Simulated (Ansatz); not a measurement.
Consider the ligand exchange at the Si–O bond: `[SiH3][O][In]([SH])[O][SiH3]` + `CNC` → `CN(C)[SiH3]` + `[OH][In]([SH])[O][SiH3]`.

Program: Ansatz. Geometries: PBE0-D4/def2-TZVP. ΔE: electronic, gas phase. CCSD(T)/CBS adds triple-zeta CCSD(T) − MP2 to the extrapolated MP2 energy (def2 sets, frozen cores). DFT in def2-TZVPP. def2 core potentials past Kr. For In outer-core shells are correlated without core-valence functions, which leaves a few kJ/mol of doubt a bond. One conformer a species, not always the lowest.

(1) Is it downhill or uphill in electronic energy at CCSD(T)/CBS, and by how much? (Estimate.)

(2) What do these levels give: PBE, r2SCAN, CCSD/def2-TZVPP, HF/def2-QZVPP, HF/CBS(def2), MP2/CBS(def2)? (Best estimate.)

Largest T1 diagnostic among the species: 0.016.

## Answers

(1) The calculation gave: Uphill: ΔE = +0.60 eV.

(2) Computed: PBE 0.47, r2SCAN 0.56, CCSD/def2-TZVPP 0.64, HF/def2-QZVPP 0.82, HF/CBS(def2) 0.82, MP2/CBS(def2) 0.57 eV.

In def2-TZVPP, CCSD(T) changes the Hartree–Fock value by −0.20 eV (the triples alone add −0.03 eV) and MP2 by −0.23 eV. From PBE to PBE0 (25 % exact exchange), in def2-TZVPP and without D4, ΔE moves by +0.06 eV.
